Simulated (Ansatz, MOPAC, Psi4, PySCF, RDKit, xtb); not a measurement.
Complex: NH3 (SMILES N) (first 4 atoms) with C3H6 (SMILES C=CC); geometry from B3LYP-D3(BJ)/def2-TZVP, rigid monomers moved along the line of their centres of mass till H4···C6 is 3.01 Å.
(charge 0, multiplicity 1):
```csv
atom,x (Å),y (Å),z (Å)
N,-0.2111,-0.2086,0.5372
H,-0.7118,-0.8550,-0.0620
H,0.7385,-0.1483,0.1871
H,-0.1655,-0.6235,1.4625
C,0.1363,-0.9567,4.6278
C,-0.5085,0.1706,4.3498
C,0.1363,1.4853,4.0503
H,1.2196,-0.9938,4.6697
H,-0.3926,-1.8792,4.8310
H,-1.5950,0.1570,4.3198
H,-0.2122,2.2574,4.7419
H,1.2231,1.4230,4.1248
H,-0.1241,1.8144,3.0410
```

| level | interaction energy (meV) | cost |
|---|---|---|
| UFF | -37.1 | - |
| GFN-FF | -36.2 | - |
| PM3 | -15.6 | - |
| PM6 | -44.6 | - |
| GFN2-xTB | -61.7 | - |
| HF/STO-3G (no counterpoise) | -19.4 | - |
| HF/3-21G (no counterpoise) | -84.6 | - |
| HF/6-31G* (no counterpoise) | -65.3 | - |
| PBE-D4/def2-TZVPPD | -90.8 | ×1 |
| BP86/6-31G* (no counterpoise) | -62.9 | - |
| r2SCAN-D3(BJ)/def2-TZVPPD | -83.5 | ×2 |
| r2SCAN-D4/def2-TZVPPD | -81.4 | ×2 |
| B3LYP/6-31G* | -41.3 | - |
| B3LYP/6-31G* (no counterpoise) | -81.5 | - |
| B3LYP/def2-TZVPPD | -33.9 | ×1 |
| B3LYP-D3(BJ)/def2-TZVPPD | -82.2 | ×1 |
| MP2/6-31G* | -53.3 | - |
| CCSD/aug-cc-pVDZ | -64.2 | - |
| CCSD(T)/aug-cc-pVDZ | -71.3 | ×10 |
| SAPT0/jun-cc-pV(D+d)Z | -68.7 | - |

The rows run from -90.8 (PBE-D4/def2-TZVPPD) to -15.6 meV (PM3). The dispersion term adds -48.3 in B3LYP-D3(BJ).

Counterpoise-corrected where a basis set is named; no monomer relaxation. Rows marked so take none. RDKit's UFF carries no charges.

Correlated levels freeze the cores. Rows in 3-21G, 6-31G*, STO-3G carry no dispersion term and start afresh at each structure (6-31G* with six Cartesian d functions). MP2/6-31G* freezes PySCF's default core. The state that PM3, PM6 reach isn't checked.

Codes used: Ansatz (Gaussian orbitals); MOPAC for PM3, PM6 (differences of heats of formation); Psi4 for SAPT; PySCF for 3-21G rows, 6-31G* rows, STO-3G rows, the dispersion terms; RDKit for the force fields; xtb for the GFN methods. Values without a source in brackets are computed.

Costs are rough ratios of core time to PBE/def2-TZVPPD (about 11 s over the structures, on one shared machine); a dash marks a level with no comparable run of its own.

Ansatz is a program for electronic structure.
